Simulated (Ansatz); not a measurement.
A structure relaxed at r2SCAN-D4/def2-TZVP in Ansatz, charge 0, singlet:

Cartesian coordinates in Å:
```
Fe -0.0010 -0.0009 0.0003
Cl 0.4162 -0.9690 -1.7677
Cl -0.4152 0.9699 1.7675
```

(1) Give its formula and point group.

(2) Summarise the bond lengths by kind (pairs closer than 1.2 times the sum of covalent radii, bridged metal pairs left out).

Results:

(1) FeCl₂. Point group D∞h (tolerance 0.1 Å).

(2) 2 × Cl–Fe 2.06 Å. The metal has 2 neighbours: Cl 2.06 Å, Cl 2.06 Å.

The restricted singlet is unstable: a solution with broken spin symmetry lies lower. At r2SCAN-D4/def2-TZVP a quintet of charge 0 lies 3.29 eV below the restricted singlet, each at its own geometry. The structure comes from a short search, and lower isomers may exist.
